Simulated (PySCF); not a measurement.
A species of formula C2H9Ge2NS has this rotational fingerprint, computed with PySCF 2.14.0, PBE0-D3(BJ)/def2-SVP geometry optimisation, gas phase:

```
Rotational constants : A = 2263, B = 689.0, C = 590.8 MHz
Dipole components    : |μa| = 0.57 D, |μb| = 2.52 D, |μc| = 0.53 D
Inertial defect      : -101.29 u·Å²
κ                    : -0.88
```

Question: Which candidate fits, each taken in the one conformer that was computed?
A. `[CH2:1]=[CH:2][GeH2:3][S:4][GeH2:5][NH2:6]` with C1–C2–Ge3–S4 117°, C2–Ge3–S4–Ge5 79°, Ge3–S4–Ge5–N6 -51°, S4–Ge5–N6–H -72° and 160°
B. `[CH2:1]=[CH:2][Ge@H:3]([NH2:4])[S:5][GeH3:6]` with C1–C2–Ge3–N4 113°, C2–Ge3–N4–H 180° and -53°, C2–Ge3–S5–Ge6 -73°
C. `[CH3:1][C:2](=[S:3])[GeH2:4][NH:5][GeH3:6]` with C1–C2–Ge4–N5 72°, C2–Ge4–N5–Ge6 -89°

Answer: A. It is C=[CH][GeH2][S][GeH2][NH2], an asymmetric top, point group C1. The candidates at the same level (rigid rotor, commonest isotopes):

| SMILES | A (MHz) | B (MHz) | C (MHz) | μa (D) | μb (D) | μc (D) | Δ (u·Å²) | point group | rotor |
| --- | --- | --- | --- | --- | --- | --- | --- | --- | --- |
| C=[CH][GeH2][S][GeH2][NH2] | 2263 | 689.0 | 590.8 | 0.57 | 2.52 | 0.53 | -101.29 | C1 | asymmetric top |
| C=[CH][Ge@H]([NH2])[S][GeH3] | 2144 | 706.6 | 608.8 | 0.45 | 0.62 | 0.21 | -120.77 | C1 | asymmetric top |
| C[C](=S)[GeH2][NH][GeH3] | 2436 | 532.1 | 484.5 | 1.62 | 0.61 | 0.62 | -114.10 | C1 | near-prolate asymmetric top |

`C[C](=S)[GeH2][NH][GeH3]` has B 23 % too low; `C=[CH][Ge@H]([NH2])[S][GeH3]` has A 5 % too low. No structure here is proved a minimum.
